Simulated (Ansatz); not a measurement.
A calculation with Ansatz (development build ahead of 0.2.0).

```yaml
crystal:
  periodic: [false, false, false]
  atoms:
    - { symbol: H, position_ang: [0.11649, 1.30953, 0.31523] }
    - { symbol: Be, position_ang: [0.00983, 0.01686, 0.00019] }
    - { symbol: H, position_ang: [-0.0968, -1.27582, -0.31485] }
basis:
  gaussian: { orbitals: def2-TZVP }
magnetization:
  spin_polarized: true
  initial_magnetization: 2
hamiltonian:
  xc: hf
correlation:
  method: mp2
  frozen_orbitals: { Be: 0, H: 0 }
output:
  forces: true
```

The input is written out in the form of the current development build from the run's settings.

The run gave:

```json
{"Converged": "yes", "Reference energy": "-15.55441 hartree", "Correlation energy": "-0.06297 hartree", "Total energy": "-15.61737 hartree", "Spin squared of the determinant": "2.009", "Stability test": "minimum"}
```

Forces (eV/Å):
```tsv
atom	Fx	Fy	Fz
H1	0.210	2.547	0.621
Be2	-0.214	-2.590	-0.631
H3	0.004	0.044	0.011
```

Caution: another spin multiplicity may lie lower; the determinant breaks the point group.
